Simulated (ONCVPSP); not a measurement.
**Sn, ONCV: configuration errors across variants**

```
Element                 : tin (Sn)
Generator               : ONCVPSP 4.0.1
Type                    : optimised norm-conserving Vanderbilt (ONCV)
Functional              : LDA (Perdew-Wang 92)
Relativity              : non-relativistic
Frozen core             : [Kr]
Valence charge          : 14
Reference configuration : 4d10 5s2 5p2
Partial waves           : 5s: rc 1.85 bohr, ncon 5, nbas 9, qcut 2.9 1/bohr, 1 projector; 5p: rc 1.85 bohr, ncon 4, nbas 9, qcut 4.8 1/bohr, 1 projector; 4d: rc 1.30 bohr, ncon 4, nbas 9, qcut 10.5 1/bohr, 2 projectors, debl 0.8 Ha
Local potential         : polynomial inside 0.95 bohr (lpopt 5, dvloc0 -1 Ha)
Core correction         : Teter function, fcfact 2.75, rcfact 1.1
```

In the d channel the program set the typed energies aside and used -1.005, 0.250 Ha.

All-electron excitation energies from the reference (eV): (1) 4d10 5s2 5p1 7.141; (2) 4d10 5s2 5p0 21.393; (3) 4d10 5s0 5p4 12.630.

A true bound ghost makes a file unfit for plane-wave use even where its test errors are small: the radial tests pick states by their node count and pass the ghost by.

Errors AE − PS in meV (a dash: test not solved or not reliable):

| change | (1) | (2) | (3) | bound ghosts | GHOST(+) flags above zero |
| --- | --- | --- | --- | --- | --- |
| base | +3.1 | +17 | +4.8 | s, p | s |
| core correction Teter function, fcfact 2.75, rcfact 1 | +3.1 | +17 | +4.8 | s, p | s |
| core correction Teter function, fcfact 2.75, rcfact 1.26 | +3.0 | +17 | +4.7 | s, p | s |
| core correction Teter function, fcfact 2.75, rcfact 1.6 | +2.9 | +15 | +0.8 | s, p | s |
| core correction Teter function, fcfact 2.75, rcfact 1.76 | +2.4 | +11 | -4.5 | s, p | s |
| core correction Teter function, fcfact 2.75, rcfact 1.86 | +1.8 | +5.4 | -8.9 | s, p | s |
| core correction Teter function, fcfact 2.75, rcfact 2.06 | -1.1 | -19 | -18 | s, p | s |

Give the same row for: core correction Teter function, fcfact 2.75, rcfact 1.44.

+3.0, +17, +3.6; bound ghosts: s, p; GHOST(+) flags above zero: s.
